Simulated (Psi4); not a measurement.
CH₉AlGe₂O (SMILES C[O][Al]([GeH3])[GeH3]), singlet, geometry from GFN2-xTB (such geometries of metal compounds can be far from the true shape); PBE/def2-TZVPP (Psi4 1.11).

Input for Psi4:
```
memory 2 GB

molecule mol {
0 1
  Al   -0.038266   -0.241149   -0.159469
  Ge    1.604234    1.302255   -1.061179
  H     2.964862    0.684156   -1.305420
  H     1.293871    1.805252   -2.455356
  H     2.001391    2.592224   -0.380340
  Ge   -1.421533   -0.140853    1.833039
  H    -1.245898   -1.313249    2.775370
  H    -1.391161    1.010134    2.812479
  H    -2.909175   -0.241917    1.568681
  O    -0.251713   -1.601115   -1.065496
  C    -0.434046   -2.760328   -1.834265
  H    -0.850597   -2.495277   -2.807739
  H     0.524881   -3.260787   -1.980545
  H    -1.119188   -3.439599   -1.323996
}

set basis def2-tzvpp
set reference rks

energy('pbe')
print_variables()
```

What the program printed (banner, timings and long lists left out):

```
   => Loading Basis Set <=

    Name: DEF2-TZVPP
    Role: ORBITAL
    Keyword: BASIS

         ---------------------------------------------------------
                                   SCF
               by Justin Turney, Rob Parrish, Andy Simmonett
                          and Daniel G. A. Smith
                              RKS Reference
         ---------------------------------------------------------

  ==> Geometry <==

    Molecular point group: c1
    Full point group: C1

    Geometry (in Angstrom), charge = 0, multiplicity = 1:

       Center              X                  Y                   Z               Mass
    ------------   -----------------  -----------------  -----------------  -----------------
         AL          -0.050072090126    -0.316265976555    -0.209397372845    26.981538530000
         GE           1.592427909874     1.227138023445    -1.111107372845    73.921177761000
         H            2.953055909874     0.609039023445    -1.355348372845     1.007825032230
         H            1.282064909874     1.730135023445    -2.505284372845     1.007825032230
         H            1.989584909874     2.517107023445    -0.430268372845     1.007825032230
         GE          -1.433339090126    -0.215969976555     1.783110627155    73.921177761000
         H           -1.257704090126    -1.388365976555     2.725441627155     1.007825032230
         H           -1.402967090126     0.935017023445     2.762550627155     1.007825032230
         H           -2.920981090126    -0.317033976555     1.518752627155     1.007825032230
         O           -0.263519090126    -1.676231976555    -1.115424372845    15.994914619570
         C           -0.445852090126    -2.835444976555    -1.884193372845    12.000000000000
         H           -0.862403090126    -2.570393976555    -2.857667372845     1.007825032230
         H            0.513074909874    -3.335903976555    -2.030473372845     1.007825032230
         H           -1.130994090126    -3.514715976555    -1.373924372845     1.007825032230

  Running in c1 symmetry.

  Rotational constants: A =      0.05162  B =      0.02149  C =      0.01537 [cm^-1]
  Rotational constants: A =   1547.50695  B =    644.39805  C =    460.76386 [MHz]
  Nuclear repulsion =  645.392102201372609

  Charge       = 0
  Multiplicity = 1
  Electrons    = 100
  Nalpha       = 50
  Nbeta        = 50

  ==> Algorithm <==

  SCF Algorithm Type is DF.
  DIIS enabled.
  MOM disabled.
  Fractional occupation disabled.
  Guess Type is SAD.
  Energy threshold   = 1.00e-06
  Density threshold  = 1.00e-06
  Integral threshold = 1.00e-12

  ==> Primary Basis <==

  Basis Set: DEF2-TZVPP
    Blend: DEF2-TZVPP
    Number of shells: 122
    Number of basis functions: 326
    Number of Cartesian functions: 365
    Spherical Harmonics?: true
    Max angular momentum: 3

  ==> DFT Potential <==

   => LibXC <=

    Version 7.1.2
    S. Lehtola, C. Steigemann, M. J. T. Oliveira, and M. A. L. Marques,  SoftwareX 7, 1–5 (2018) (10.1016/j.softx.2017.11.002)

   => Composite Functional: PBE <=

    PBE GGA Exchange-Correlation Functional

    J.P. Perdew et. al., Phys. Rev. Lett., 77(18), 3865-3868, 1996

    Deriv               =              1
    GGA                 =           TRUE
    Meta                =          FALSE

    Exchange Hybrid     =          FALSE
    MP2 Hybrid          =          FALSE

   => Exchange Functionals <=

    1.0000     XC_GGA_X_PBE

   => Correlation Functionals <=

    1.0000     XC_GGA_C_PBE

   => LibXC Density Thresholds  <==

    XC_GGA_C_PBE:  1.00E-12
    XC_GGA_X_PBE:  1.00E-15

   => Molecular Quadrature <=

    Radial Scheme          =       TREUTLER
    Pruning Scheme         =           NONE
    Nuclear Scheme         =       TREUTLER

    Blocking Scheme        =         OCTREE
    BS radius alpha        =              1
    Pruning alpha          =              1
    Radial Points          =             75
    Spherical Points       =            302
[...]
    wK tasked:                   No
    Algorithm:                 Core
    Schwarz Cutoff:           1E-12
    Mask sparsity (%):      20.2774
    Fitting Condition:        1E-10

   => Auxiliary Basis Set <=

  Basis Set: (DEF2-TZVPP AUX)
    Blend: DEF2-UNIVERSAL-JKFIT
    Number of shells: 262
    Number of basis functions: 974
    Number of Cartesian functions: 1259
    Spherical Harmonics?: true
    Max angular momentum: 5

  Minimum eigenvalue in the overlap matrix is 5.0060476091E-04.
  Reciprocal condition number of the overlap matrix is 6.7779034612E-05.
    Using symmetric orthogonalization.

  ==> Pre-Iterations <==

  SCF Guess: Superposition of Atomic Densities via on-the-fly atomic UHF (no occupation information).

   -------------------------
    Irrep   Nso     Nmo
   -------------------------
     A        326     326
   -------------------------
    Total     326     326
   -------------------------

  ==> Iterations <==

                           Total Energy        Delta E     RMS |[F,P]|

   @DF-RKS iter SAD: -4508.14600527955645   -4.50815e+03   0.00000e+00
   @DF-RKS iter   1: -4509.98116999432023   -1.83516e+00   1.48390e-02 ADIIS/DIIS
   @DF-RKS iter   2: -4399.57154823650944    1.10410e+02   5.61897e-02 ADIIS/DIIS
   @DF-RKS iter   3: -4511.32758311506041   -1.11756e+02   9.63795e-03 ADIIS/DIIS
   @DF-RKS iter   4: -4509.80965685259889    1.51793e+00   8.57464e-03 ADIIS/DIIS
   @DF-RKS iter   5: -4514.22770806854714   -4.41805e+00   1.67710e-03 ADIIS/DIIS
   @DF-RKS iter   6: -4514.25576250457289   -2.80544e-02   1.43739e-03 ADIIS/DIIS
   @DF-RKS iter   7: -4514.34578609601067   -9.00236e-02   1.42378e-04 ADIIS/DIIS
   @DF-RKS iter   8: -4514.34666579355053   -8.79698e-04   5.70571e-05 DIIS
   @DF-RKS iter   9: -4514.34685998440546   -1.94191e-04   2.10328e-05 DIIS
   @DF-RKS iter  10: -4514.34689220943073   -3.22250e-05   3.62308e-06 DIIS
   @DF-RKS iter  11: -4514.34689318384244   -9.74412e-07   8.02048e-07 DIIS
  Energy and wave function converged.

  ==> Post-Iterations <==

   Electrons on quadrature grid:
      Ntotal   =  100.0000752891 ; deviation = 7.529e-05

    Orbital Energies [Eh]
    ---------------------

    Doubly Occupied:

[...]
    Virtual:

[...]
    Final Occupation by Irrep:
              A
    DOCC [    50 ]
    NA   [    50 ]
    NB   [    50 ]

  @DF-RKS Final Energy: -4514.34689318384244

   => Energetics <=

    Nuclear Repulsion Energy =            645.3921022013726088
    One-Electron Energy =               -7575.5578069025868899
    Two-Electron Energy =                2609.0450203635487014
    DFT Exchange-Correlation Energy =    -193.2262088461769451
    Empirical Dispersion Energy =           0.0000000000000000
    VV10 Nonlocal Energy =                  0.0000000000000000
    Total Energy =                      -4514.3468931838424396

Computation Completed

Properties will be evaluated at   0.000000,   0.000000,   0.000000 [a0]

Properties computed using the SCF density matrix

 Multipole Moments:

 ------------------------------------------------------------------------------------
     Multipole            Electronic (a.u.)      Nuclear  (a.u.)        Total (a.u.)
 ------------------------------------------------------------------------------------

 L = 1.  Multiply by 2.5417464519 to convert [e a0] to [Debye]
 Dipole X            :          2.1440190           -2.2310655           -0.0870465
 Dipole Y            :         13.6263536          -14.1950967           -0.5687430
 Dipole Z            :          9.0506873           -9.4350969           -0.3844096
 Magnitude           :                                                    0.6919657

 ------------------------------------------------------------------------------------

  Variable Map:
  ----------------------------------------------------------------------------
[...]
  Array Variable Map:
  ----------------------------------------------------------------------------
[...]
[...]
```
